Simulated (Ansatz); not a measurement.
`OC1[SiH2][Se]1`, charge 0, multiplicity 1.

Problem. Give a relaxed structure at PBE0-D4/def2-TZVP (Ansatz 0.2.0). (Estimate.)

Solution. Ansatz gave: 
Cartesian coordinates in Å:
```
O -0.302 0.461 1.577
C -0.432 -0.245 0.408
Si 0.428 0.366 -1.111
Se 1.142 -1.494 -0.125
H -0.454 -0.126 2.325
H -1.343 -0.833 0.316
H -0.266 0.267 -2.416
H 1.227 1.603 -0.972
```
